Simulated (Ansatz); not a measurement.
Saddle point of GeH$_{4}$S, singlet (GeH₄S ([SH2][GeH2]) → GeH₂S ([SH][GeH]) + H₂; bonds formed: H2–H4; bonds broken: Ge1–H4, H2–S3), PBE0-D4/def2-TZVP structure:

```xyz
6
angstrom
Ge -0.2805 -0.7323 -1.1247
H 0.3927 0.7884 -0.2095
S 1.2722 -0.2433 0.7597
H -0.2351 0.9935 -1.0447
H -1.5073 -0.6718 -0.1163
H 0.3580 -0.1344 1.7356
```

Energies are electronic, without zero-point energy. Barriers and step energies count from the start structure reached by relaxing down the imaginary mode; all methods use the PBE0-D4 structures, on which another method's saddle can fall below an end. Program: Ansatz 0.2.0. Basis: def2-TZVPP, with def2-QZVPP for the basis limit. Cores are frozen in the correlated methods. Filled d shells of the heavier atoms are correlated. The def2 sets are not built for correlating such inner shells, so the correlated values are less sure here. B3LYP uses VWN-RPA correlation. Extrapolation: Hartree–Fock as exp(−7.88 √X), correlation as X^−2.97.

| method | barrier (eV) | step energy (eV) |
| --- | --- | --- |
| SPW92 | ? | -0.111 |
| PBE-D4 | 0.377 | -0.341 |
| BLYP-D4 | 0.480 | -0.458 |
| r2SCAN-D4 | 0.476 | -0.303 |
| B97M-V | 0.552 | -0.313 |
| PBE0-D4 | 0.525 | -0.282 |
| B3LYP-D4 | ? | -0.391 |
| r2SCAN0-D4 | 0.583 | -0.272 |
| BHLYP-D4 | 0.783 | -0.334 |
| CAM-B3LYP-D4 | 0.688 | -0.311 |
| wB97X-V | 0.717 | -0.299 |
| wB97M-V | 0.672 | -0.335 |
| B2PLYP | ? | -0.379 |
| PBE-QIDH | 0.639 | -0.271 |
| RPA on PBE | 0.668 | -0.360 |
| HF | 1.159 | -0.370 |
| MP2 | 0.626 | -0.362 |
| CCSD | 0.788 | -0.317 |
| CCSD(T) | 0.693 | -0.338 |

**Question.** Fill in the withheld barriers. (Judge from chemistry; the value comes from the calculation.)

**Answer.** The calculation gives: B2PLYP 0.635; SPW92 0.275; B3LYP-D4 0.593 eV. Each is the energy of the saddle less that of the start structure, by the same method.

For comparison, the barrier by CCSD(T) at an estimated basis limit (MP2 extrapolated from triple and quadruple zeta, plus CCSD(T) − MP2 in triple zeta) is 0.639 eV.

The T1 diagnostic stays at or below 0.015.

Labels in which every atom is bracketed show which atoms are joined, not bond orders.

For scale, one of the runs: CCSD(T)/def2-TZVPP, 146 basis functions, launched by `ansatz run in.yaml --threads 2 --pin off --events-out ev --progress --plain --max-ram 4352MiB`. Hardware: 2 CPU threads of an Arm Neoverse V2, shared host. Wall time 13 s; peak host memory 0.83 GiB.
